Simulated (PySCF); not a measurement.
Ge(H)(Me)(OH)2, CH6GeO2, SMILES [CH3][GeH]([OH])[OH] at its B3LYP/def2-SVP optimised geometry (Å):

```
10

Ge    -0.4843    -1.1258     0.0000
C     -1.3498    -1.9796     1.5073
O     -1.0672     0.5664     0.0000
O     -1.0555    -1.9861    -1.4626
H      1.0672    -1.1258     0.0000
H     -2.4394    -1.9316     1.3653
H     -1.0448    -3.0336     1.5786
H     -1.0881    -1.4612     2.4411
H     -0.6491     1.1258    -0.6669
H     -0.5621    -1.7663    -2.2630
```

Level of theory: B3LYP/def2-TZVP (PySCF).

Map of the Laplacian of the electron density (e/bohr⁵) on the plane z = 1.0 Å:

```
|7777777777777777777777777777777|
|7777777777777777777777777777777|
|7777777777777777777777777777777|
|7777777777777777777777777777777|
|7777777777777777777777777777777|
|7777777777777777777777777777777|
|7777777777777777777777777777777|
|7777777777777777777777777777777|
|7777777777777777777777777777777|
|7777777778888777777777777777777|
|7777777788888877777777777777777|
|7777777888988887777777777777777|
|7777777889999887777777777777777|
|7777777889999887777777777777777|
|7777777888998887777777777777777|
|7777777788888887777777777777777|
|7777777788888888777777777777777|
|7777777788888888877777777777777|
|7777777888888888887777777777777|
|7777788888888988888777777777777|
|7777888998778888888877777777777|
|7778889987567888888777777777777|
|7788888874236788887777777777777|
|7788877762036888877777777777777|
|7788877876468888877777777777777|
|7788889999889888777777777777777|
|7778889999999887777777777777777|
|7777888999999887777777777777777|
|7777778889888877777777777777777|
|7777777888888877777777777777777|
|7777777788888777777777777777777|
```
Scale: ten equal steps from -0.538 (start of '0') to 0.171 (end of '9'), in the order '0123456789'; x runs from -3.50 to 3.50, y from -3.50 (bottom) to 3.50 (top).
